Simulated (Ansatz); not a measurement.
```yaml
crystal:
  periodic: [false, false, false]
  atoms:
    - {symbol: N, position_ang: [2.147004, -0.714242, 0.902940]}
    - {symbol: C, position_ang: [1.134189, -0.381283, 0.471960]}
    - {symbol: Si, position_ang: [-0.470318, 0.146237, -0.210794]}
    - {symbol: F, position_ang: [-1.311448, -1.116582, -0.581208]}
    - {symbol: F, position_ang: [-0.225961, 1.010417, -1.488633]}
    - {symbol: F, position_ang: [-1.231465, 0.991354, 0.859635]}
basis:
  gaussian: {orbitals: def2-mTZVPP}
total_charge: 1
magnetization: {spin_polarized: true, initial_magnetization: 1}
hamiltonian: {xc: {name: BLYP}}
output: {forces: true}
```

```sh
$ ansatz run in.yaml --threads 4 --pin off --events-out ev --progress --plain --max-ram 10444MiB
```

It prints (some lines left out):

```
Functional definition: BLYP
1038 factors; their error is unknown
mean field evaluation 1: about -18533.8572 eV, gradient 7.7e1 eV
mean field evaluation 2: about -18390.1020 eV, gradient 2.1e2 eV
mean field evaluation 4: about -18535.8541 eV, gradient 5.5e1 eV
mean field evaluation 8: about -18546.2041 eV, gradient 2.4e1 eV
mean field evaluation 16: about -18550.3397 eV, gradient 1.1e-1 eV
mean field evaluation 32: about -18550.4425 eV, gradient 2.6e-2 eV
mean field evaluation 64: about -18550.3855 eV, gradient 1.1e-6 eV
mean field -18550.44252000 eV, -681.7161886686 hartree, gradient 5.3e-6 eV, S^2 0.754556; 19 other end points of the search recorded, 0 dependent functions left out
reference -18550.44279907 eV, -681.7161989239 hartree; 27, 26 occupied and 115, 116 virtual orbitals, 1038 factors
WARN: the results are in doubt because the forces break the atoms' symmetry
Total energy: -18550.44279907 eV, -681.7161989239 hartree
Atom 0 at     2.147004    -0.714242     0.902940 Å, force     3.372351    -1.033627     1.769884 eV/Å
Atom 1 at     1.134189    -0.381283     0.471960 Å, force    -2.007478     0.543962    -1.577089 eV/Å
Atom 2 at    -0.470318     0.146237    -0.210794 Å, force    -1.367263     0.698863    -0.127965 eV/Å
Atom 3 at    -1.311448    -1.116582    -0.581208 Å, force    -0.326622    -1.063122    -0.115043 eV/Å
Atom 4 at    -0.225961     1.010417    -1.488633 Å, force     0.641238     0.445720    -0.803380 eV/Å
Atom 5 at    -1.231465     0.991354     0.859635 Å, force    -0.312226     0.408204     0.853594 eV/Å
Dipole moment:     0.577628    -0.220693     0.168437 e Å
In doubt: the forces break the atoms' symmetry
```

Hardware: 4 threads of an Arm Neoverse V2 on a shared host. Wall time 30 s, peak host memory 0.38 GiB.
